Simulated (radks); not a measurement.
Problem. Method: non-relativistic Kohn-Sham, LB94 model potential, spin-polarised, spherical densities, point nucleus; open shells are filled with parallel spins first (spin-orbit coupling, left out, can overturn this in heavy ions); computed with a radial shooting solver on a logarithmic mesh with Libxc functionals. Response by self-consistent Sternheimer equations with the Hartree and adiabatic LDA kernel. For heavy and open-shell atoms this level of theory can miss by tens of per cent. Rank Ar+, Ru, Co, Fe3+, C+, Sn (NIST ground configurations) by static dipole polarisability, largest first.

Solution. Sn 51.37, Ru 49.19, Co 41.52, Ar+ 7.083, C+ 6.057, Fe3+ 1.833 bohr^3.
